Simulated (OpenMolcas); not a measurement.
A calculation on N.

```json
{
  "Program": "OpenMolcas",
  "Method": "SS-RASPT2, IPEA 0.25 Eh, imaginary shift 0.1 Eh (closed shells correlated: 1s)",
  "Basis": "ANO-RCC-VTZP [4s3p2d1f]",
  "Scalar Hamiltonian": "DKH2, point nucleus",
  "Active space": "5 electrons in 9 orbitals (RAS2 2s 2p; RAS3 3d, at most 2 electrons)",
  "State averaging": "2S+1 = 4 odd, 1 root; 2S+1 = 2 odd, 8 roots; 2S+1 = 4 even, 3 roots; 2S+1 = 2 even, 5 roots (0 in the spin-orbit step)",
  "Spin-orbit coupling": "RASSI with atomic mean-field integrals over the reference wave functions, term energies averaged over their components"
}
```

Task: Which level of the active space comes out lowest?

Result: 2s2 2p3 4S* 3/2, with 100 % of that term; it is also the measured ground level.

Task: How high does 2s2 2p3 2P* 3/2 lie?

Result: 29820 cm-1 above the lowest level; measured 28839 cm-1 above the ground level, so the calculation is off by +3 %.

Task: How high does 2s2 2p3 2P* 1/2 lie?

Result: 29820 cm-1 above the lowest level; measured 28839 cm-1 above the ground level, so the calculation is off by +3 %.

Task: How high does 2s 2p4 4P 1/2 lie?

Result: 88440 cm-1 above the lowest level; measured 88171 cm-1 above the ground level, so the calculation is off by 0 %.

Measured values: NIST Handbook of Basic Atomic Spectroscopic Data.

Active for correlation alone: 3d; no level in the range computed is led by a configuration that fills it, so any true level of that kind is missing. Computed and measured levels are paired by configuration, term and J; levels that our copy of the source lacks, or whose pairing is in doubt (as where it misses far off the trend of its configuration), stay unpaired and out of the deviations. Levels of configurations outside the active space are missing.

* marks odd parity.
